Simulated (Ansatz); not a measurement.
Consider the ligand exchange at a B–C bond: `BC#CBO` + HCl → `BCl` + `C#CBO`.

Calculated with Ansatz (gas phase, PBE0-D4/def2-TZVP geometries, no zero-point term in ΔE). CCSD(T)/CBS adds triple-zeta CCSD(T) − MP2 to the extrapolated MP2 energy (def2 sets, frozen cores). This one scheme is used for every species. Functionals use def2-TZVPP. HSE06 is defined as in plane-wave codes. One conformer a species, not always the lowest.

`BC#CBO`:

Cartesian coordinates in Å:
```
B -2.087 -1.389 0.404
C -0.858 -0.566 0.219
C 0.148 0.107 0.054
B 1.401 0.953 -0.059
O 1.930 1.197 -1.278
H -3.159 -0.864 0.396
H -1.993 -2.568 0.561
H 1.898 1.390 0.942
H 2.720 1.741 -1.239
```

HCl:

```xyz
2

Cl    0.306   -0.381   -0.413
H    -0.306    0.381    0.413
```

`BCl`:

Z-matrix (Å, degrees):
```
B
Cl 1 1.733
H 1 1.190 2 118.1
H 1 1.190 2 118.1 3 180.0
```

`C#CBO`:

```xyz
7

C     0.195   -1.759   -0.415
C     0.234   -0.568   -0.225
B     0.295    0.941    0.010
O    -0.699    1.593    0.652
H     0.166   -2.811   -0.586
H     1.222    1.592   -0.366
H    -1.414    1.012    0.929
```

Task: Is it downhill or uphill in electronic energy at CCSD(T)/CBS, and by how much? (Best estimate.)

Result: Ansatz gave: Downhill: ΔE = -0.39 eV.

Task: What do these levels give: r2SCAN-D4, B97M-V, HSE06-D4, ωB97M-V, B2PLYP, HF/def2-TZVPP? (Best estimate.)

Result: Computed: r2SCAN-D4 -0.27, B97M-V -0.22, HSE06-D4 -0.29, ωB97M-V -0.36, B2PLYP -0.34, HF/def2-TZVPP -0.37 eV.

Largest T1 diagnostic among the species: 0.016.

At CCSD(T), def2-SVP lies −0.08 eV from the extrapolated value and def2-TZVPP −0.00 eV. Leaving LDA and LC-ωPBE aside and taking each functional with its dispersion term where it has one, the values, not all of them listed here, spread over 0.15 eV, from ωB97X-V to B97M-V. From BLYP to BHLYP (50 % exact exchange), in def2-TZVPP and without D4, ΔE moves by −0.06 eV.
